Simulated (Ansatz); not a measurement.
Cost and result for the atomization energy of `N[Si](O)O` radical (8 atoms, 7 bonds).

```json
{"atom": "N1", "x (Å)": "0.663", "y (Å)": "-0.688", "z (Å)": "0.994"}
{"atom": "Si2", "x (Å)": "0.088", "y (Å)": "0.028", "z (Å)": "-0.437"}
{"atom": "O3", "x (Å)": "-1.432", "y (Å)": "-0.588", "z (Å)": "-0.619"}
{"atom": "O4", "x (Å)": "0.185", "y (Å)": "1.651", "z (Å)": "-0.148"}
{"atom": "H5", "x (Å)": "0.506", "y (Å)": "-1.663", "z (Å)": "1.183"}
{"atom": "H6", "x (Å)": "1.474", "y (Å)": "-0.323", "z (Å)": "1.465"}
{"atom": "H7", "x (Å)": "-1.763", "y (Å)": "-0.622", "z (Å)": "-1.517"}
{"atom": "H8", "x (Å)": "0.278", "y (Å)": "2.207", "z (Å)": "-0.923"}
```

Total charge 0; spin multiplicity 2. Geometry: relaxed with PBE0-D4/def2-TZVP. It is one conformer, not always the lowest. Program: Ansatz. All runs use 4 threads of a server CPU on a shared host. Times are those of one run each, without the atoms' runs, and a repeat can differ threefold. Electronic energies, without spin–orbit coupling; frozen cores. CCSD(T)/CBS adds CCSD(T) − MP2 in def2-TZVPP to the MP2 limit, and its time is that of the two runs behind it. T1 = 0.014; ⟨S²⟩ of the reference is 0.75. HSE06 is the plane-wave form, built on full-range PBE exchange.

CCSD(T)/CBS is a level of theory with its own doubt, some kJ/mol a heavy atom from the limit and from the frozen cores, so smaller differences don't rank the functionals.

```tsv
level	functions	wall time
BLYP-D4/def2-TZVPP	191	1 s
PBE0-D4/def2-TZVPP	191	1.4 s
BHLYP-D4/def2-TZVPP	191	1.6 s
HSE06-D4/def2-TZVPP	191	1.8 s
CAM-B3LYP-D4/def2-TZVPP	191	1.8 s
r2SCAN-D4/def2-TZVPP (with forces)	191	2 s
B2PLYP/def2-TZVPP	191	2.5 s
CCSD(T)/def2-SVP	80	2.7 s
ωB97X-V/def2-TZVPP	191	3.7 s
ωB97M-V/def2-TZVPP (with forces)	191	4.4 s
MP2/def2-QZVPP	361	7.5 s
CCSD(T)/def2-TZVPP	191	48 s
CCSD(T)/CBS(def2)	–	56 s
```

(1) What atomization energy does each give, and how far from CCSD(T)/CBS? (Estimate.)

## Answers

(1) Computed: 
| level | atomization (kJ/mol) | difference from CCSD(T)/CBS | per bond |
| --- | --- | --- | --- |
| BLYP-D4/def2-TZVPP | 2975.6 | 3.7 | 0.5 |
| PBE0-D4/def2-TZVPP | 2929.0 | -42.9 | -6.1 |
| BHLYP-D4/def2-TZVPP | 2828.7 | -143.2 | -20.5 |
| HSE06-D4/def2-TZVPP | 2931.9 | -40.0 | -5.7 |
| CAM-B3LYP-D4/def2-TZVPP | 2977.3 | 5.4 | 0.8 |
| r2SCAN-D4/def2-TZVPP (with forces) | 2964.3 | -7.6 | -1.1 |
| B2PLYP/def2-TZVPP | 2926.5 | -45.4 | -6.5 |
| CCSD(T)/def2-SVP | 2657.7 | -314.2 | -44.9 |
| ωB97X-V/def2-TZVPP | 2961.9 | -10.0 | -1.4 |
| ωB97M-V/def2-TZVPP (with forces) | 2963.8 | -8.1 | -1.2 |
| MP2/def2-QZVPP | 3011.6 | 39.7 | 5.7 |
| CCSD(T)/def2-TZVPP | 2860.4 | -111.5 | -15.9 |
| CCSD(T)/CBS(def2) | 2971.9 | 0.0 | 0.0 |

From r2SCAN to r2SCAN0 (25 % exact exchange), in def2-TZVPP and without D4, the atomization energy moves by −76.0 kJ/mol: exact exchange takes away binding that semilocal exchange gives to molecules. At CCSD(T), def2-SVP lies −314.2 kJ/mol from the extrapolated value and def2-TZVPP −111.5 kJ/mol: correlation converges slowly with the basis, and small sets miss more of it in the bonded molecule than in its fragments. Leaving LDA and LC-ωPBE aside and taking each functional with its dispersion term where it has one, the values, not all of them listed here, spread over 188.4 kJ/mol, from BHLYP-D4 to PBE-D4. LDA lies +433.7 kJ/mol from PBE without D4, its usual overbinding.
